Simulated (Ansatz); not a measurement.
Reaction (ligand exchange at a B–F bond): `NB(F)Cl` + NH₃ → `NB(N)Cl` + H–F

Computed with Ansatz on PBE0-D4/def2-TZVP structures; ΔE is electronic, products minus reactants. CBS: MP2 limit from def2 TZ/QZ plus the TZ coupled-cluster correction, frozen cores. This one scheme is used for every species. Functionals use def2-TZVPP. One conformer a species, not always the lowest.

| level | ΔE (eV) |
| --- | --- |
| BHLYP-D4 | 0.47 |
| PBE | 0.46 |

(1) What does CCSD(T)/CBS give? (Estimate.)

Largest T1 diagnostic among the species: 0.011.

## Answers

(1) The calculation gave: +0.40 eV. The listed levels differ from it by 0.07, 0.06 eV.

At CCSD(T), def2-SVP lies +0.17 eV from the extrapolated value and def2-TZVPP +0.05 eV. In def2-TZVPP, CCSD(T) changes the Hartree–Fock value by −0.11 eV (the triples alone add −0.01 eV) and MP2 by −0.16 eV. From BLYP to BHLYP (50 % exact exchange), in def2-TZVPP and without D4, ΔE moves by −0.04 eV.
